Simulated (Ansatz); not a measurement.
```yaml
crystal:
  periodic: [false, false, false]
  atoms:
    - {symbol: Au, position_ang: [-1.245580, -0.373206, 0.263861]}
    - {symbol: Au, position_ang: [3.339175, 1.809521, -0.884255]}
    - {symbol: Au, position_ang: [-3.324025, -1.830825, 0.885555]}
    - {symbol: Au, position_ang: [1.230431, 0.394520, -0.265161]}
basis:
  gaussian: {orbitals: def2-mTZVP}
total_charge: -2
hamiltonian: {xc: {name: wPBEh}, pseudopotentials: {relativity: scalar}}
scf: {lower_state_search: light}
```

```sh
$ ansatz run in.yaml --threads 4 --pin off --events-out ev --progress --plain --max-ram 3916MiB
```

Output, abridged:

```
Functional definition: wPBEh
1716 factors; integrals over basis functions are off by at most 7.6e-5 eV
93 factors; integrals over basis functions are off by at most 6.6e-6 eV
mean field evaluation 1: about -14770.5466 eV, gradient 5.1e1 eV
mean field evaluation 2: about -14759.4031 eV, gradient 8.6e1 eV
mean field evaluation 4: about -14776.4271 eV, gradient 7.8e0 eV
mean field evaluation 8: about -14776.7576 eV, gradient 5.3e-1 eV
mean field evaluation 16: about -14776.7586 eV, gradient 3.1e-4 eV
mean field -14776.75859875 eV, -543.0358624574 hartree, gradient 6.9e-5 eV, S^2 0.000000; 0 other end points of the search recorded, 0 dependent functions left out
reference -14776.75863675 eV, -543.0358638539 hartree; 39, 39 occupied and 105, 105 virtual orbitals, 1716 factors
Total energy: -14776.75863675 eV, -543.0358638539 hartree
Relativity: scalar
```

It took 3.1 s on 4 threads of Arm Neoverse V2 on a shared host.

In the def2 sets Au takes a core potential; there is no spin–orbit coupling. A multiply charged anion in the gas phase is held together partly by the finite basis. The highest occupied level of an anion often lies above zero with these methods, and sets without diffuse functions describe the outer electron poorly. This restricted singlet of an open-shell metal wasn't tested against broken symmetry.
